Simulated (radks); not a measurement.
The mean radii <r> (bohr) of the occupied orbitals of an atom or ion are listed with their occupations. Method: Dirac Kohn-Sham, BLYP, spin-unpolarised, spherical densities, finite nucleus; Fermi nuclear charge, rms radius of each element as measured or else 0.836 A^(1/3) + 0.57 fm; computed with a radial shooting solver on a logarithmic mesh with Libxc functionals.

| orbital | occ. | <r> |
|---|---|---|
| 1s1/2 | 2 | 0.01835 |
| 2s1/2 | 2 | 0.07697 |
| 2p1/2 | 2 | 0.06366 |
| 2p3/2 | 4 | 0.07162 |
| 3s1/2 | 2 | 0.2002 |
| 3p1/2 | 2 | 0.1902 |
| 3p3/2 | 4 | 0.2048 |
| 3d3/2 | 4 | 0.1793 |
| 3d5/2 | 6 | 0.1837 |
| 4s1/2 | 2 | 0.4325 |
| 4p1/2 | 2 | 0.4337 |
| 4p3/2 | 4 | 0.4605 |
| 4d3/2 | 4 | 0.4611 |
| 4d5/2 | 6 | 0.4691 |
| 4f5/2 | 4 | 0.4576 |

Name the element and its charge. Open shells, if any, fill j = l - 1/2 first.

Answer. Z = 74, tungsten, charge +24: W24+ in [Kr] 4d10 4f4. The 1s radius gives Z: for a bare nucleus <r> = (2 gamma + 1)/(2Z) with gamma = sqrt(1 - (Z/c)^2), 0.01813 bohr for Z = 74, and screening makes it slightly larger (0.01835 here). The occupations add up to 50, and the charge is Z minus that.
